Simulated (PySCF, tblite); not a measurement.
Isomers of C5H5N3. Level: GFN2-xTB in tblite, geometry and Hessian alike; calculated harmonic values, unscaled, isolated species. This tight-binding method is rough: wavenumbers can miss measured ones by several per cent, in bad cases by 10 to 20. One conformer each.

Electronic energies: PBE0/pcSseg-1 single points on the GFN2-xTB geometries (PySCF, gas phase).

```csv
SMILES,"electronic energy, lowest = 0 (kJ/mol)"
C#Cc1nn[nH]c1C,75.3
C#Cc1cnnn1C,91.2
C#Cc1nncn1C,61.6
C=Cc1cncnn1,0.0
```

How do GFN2-xTB zero-point energies change the relative energies?

```json
{"SMILES": "C=Cc1cncnn1", "ZPE (kJ/mol)": "244.5", "of it from modes above 1550 cm⁻¹": "102.3", "electronic (kJ/mol)": "0.0", "with ZPE, lowest = 0 (kJ/mol)": "0.0", "lowest mode (cm⁻¹)": "70", "rings": "1"}
{"SMILES": "C#Cc1nncn1C", "ZPE (kJ/mol)": "244.7", "of it from modes above 1550 cm⁻¹": "106.8", "electronic (kJ/mol)": "61.6", "with ZPE, lowest = 0 (kJ/mol)": "61.8", "lowest mode (cm⁻¹)": "20", "rings": "1"}
{"SMILES": "C#Cc1nn[nH]c1C", "ZPE (kJ/mol)": "244.9", "of it from modes above 1550 cm⁻¹": "118.0", "electronic (kJ/mol)": "75.3", "with ZPE, lowest = 0 (kJ/mol)": "75.8", "lowest mode (cm⁻¹)": "64", "rings": "1"}
{"SMILES": "C#Cc1cnnn1C", "ZPE (kJ/mol)": "244.6", "of it from modes above 1550 cm⁻¹": "107.0", "electronic (kJ/mol)": "91.2", "with ZPE, lowest = 0 (kJ/mol)": "91.4", "lowest mode (cm⁻¹)": "63", "rings": "1"}
```

The zero-point energies span 0.4 kJ/mol, from `C=Cc1cncnn1` to `C#Cc1nn[nH]c1C`. The order is unchanged.

And how do the electronic energies of GFN2-xTB itself compare?

`C=Cc1cncnn1` 10.6; `C#Cc1nncn1C` 0.0; `C#Cc1nn[nH]c1C` 57.0; `C#Cc1cnnn1C` 43.7 kJ/mol, lowest = 0. Against the energies above, taken from the same isomer `C=Cc1cncnn1`, the largest difference is 72.2 kJ/mol.
